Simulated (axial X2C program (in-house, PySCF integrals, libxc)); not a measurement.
**Testing model relations on TiF**

A bond curve at the PBE0 level, with spin–orbit coupling, was computed with an in-house relativistic program for diatomic molecules (basis Ti dyall-cv3z [10s10p6d4f2g], F dyall-av3z [7s6p3d2f] (cores contracted in-house)) for the state Ω = 3/2 (⟨Sz⟩ = 1.50, ⟨Lz⟩ = 0.00 at PBE0). Its fit gives Re = 1.7728 Å, ωe = 709.3 cm⁻¹, ωexe = 3.61 cm⁻¹ and αe = 2.781e-03 cm⁻¹; the masses are 47.9479 and 18.9984 u. Two-component means X2C with spin–orbit coupling and atomic mean-field Coulomb and Gaunt terms.

Find the reduced mass, Be and the force constant.

From the PBE0 values: μ = 13.6069 u. Be = 16.8576/(μ Re²) = 0.3942 cm⁻¹. k = 5.8918×10⁻⁷ μ ωe² = 4.03 mdyn/Å.

The dipole moment p changes by 6.53 D/Å at Re. What harmonic infrared intensity follows?

I = 42.256 × (dp/dR)²/μ = 130 km/mol.

A Morse curve ties αe to the other constants (Pekeris). How well does that hold?

αe(Morse) = 6Be²/ωe × (√(ωexe/Be) − 1) = 2.663e-03 cm⁻¹; the PBE0 curve gives 2.781e-03 cm⁻¹, a ratio of 0.96.

Estimate the centrifugal constant by the Kratzer relation.

D = 4Be³/ωe² = 4.87e-07 cm⁻¹.

Where do the fundamental and the first overtone lie?

ν(1←0) = ωe − 2ωexe = 702.1 cm⁻¹; ν(2←0) = 2ωe − 6ωexe = 1396.9 cm⁻¹.

One determinant describes the state; a PBE0 search over occupations chose it and may have missed a lower one. Density functionals use the spin component along the axis (collinear). PBE0 can misorder states that lie within some tenths of an eV, so this need not be the ground state of the molecule. The nearest other 2c determinant of the search, Ω = 3/2, lies 0.21 eV up at the distance of the search. With several unpaired electrons one determinant need not be a pure state. This is the top spin component of a Σ state; components of lower Ω are not single determinants and can lie lower.
